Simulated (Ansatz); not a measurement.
Q: Name a neutral molecule of C, S, Si and H with HOMO–LUMO gap (PBE/def2-TZVPP) between 4.10 and 4.40 eV and ideal-gas entropy at 298 K and 1 bar (rigid rotor, harmonic PBE0-D4/def2-TZVP) between 368 and 384 J/(mol·K) (Ansatz, PBE0-D4/def2-TZVP geometry).

A: `C=CS[SiH2]C` (4.33 eV, 373 J/(mol·K)). Other molecules can fit too; these were computed, each in one conformer that needn't be the lowest.
